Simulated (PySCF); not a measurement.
Molecule: SMILES OCc1ccccn1, C6H7NO.

Atoms are numbered as in `[OH:1][CH2:2][c:3]1[cH:4][cH:5][cH:6][cH:7][n:8]1` (H(Xn): hydrogen on atom n).

Geometry PBE0-D3(BJ)/def2-SVP throughout; GIAO in PySCF, gas phase, one conformer, non-relativistic; equivalent atoms averaged; functional PBE0.

For orientation, cc-pVDZ gives these shifts δ (against H2O, TMS at the same level): O1 4.4, C3 160.9, C7 146.5, C5 135.3, C6 121.6, H(C7) 8.57, H(C5) 7.57, H(C4) 6.99, H(C2) 4.73 ppm.

A run gave: O1 -26.8, C3 128.2, C7 119.6, C5 113.9, C6 107.1, H(C7) 8.36, H(C5) 7.32, H(C4) 6.99, H(C2) 3.14 ppm (shifts δ (against H2O, TMS at the same level)).

Task: Which basis set was used in that run?
A. pcSseg-1
B. def2-SVP
C. 6-31G*
D. STO-3G

Result: D. C3 tells them apart best: STO-3G gives 128.2, pcSseg-1 gives 166.1, 6-31G* gives 153.9, def2-SVP gives 160.0 ppm.
